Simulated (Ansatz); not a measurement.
SeSn, SMILES [Sn]=[Se] (connectivity only; charge and spin as stated), neutral, multiplicity 1.

The structure is a stationary point at r2SCAN-D4/def2-TZVP. The def2 effective core potentials stand for the cores of Sn; spin–orbit coupling is left out.

Two levels are set side by side: PBE/def2-TZVPD (Ansatz, a first-principles code) and PBE0/def2-TZVPD (Ansatz). Energy differences of separate SCF runs at the same geometry; the states with an electron removed or added have multiplicity 2 and 2. Differences are taken from unrounded values.

```tsv
quantity	PBE0
vertical ionisation energy (eV)	9.04
vertical electron affinity (eV)	0.89
vertical singlet–triplet gap (eV)	2.41
```

Problem. What does PBE give, and how far is it from PBE0? (An estimate is asked for; the answer gives what the named calculation found.)

Solution. 
| quantity | PBE | PBE minus PBE0 |
|---|---|---|
| vertical ionisation energy (eV) | 9.13 | 0.09 |
| vertical electron affinity (eV) | 0.76 | -0.13 |
| vertical singlet–triplet gap (eV) | 2.63 | 0.22 |
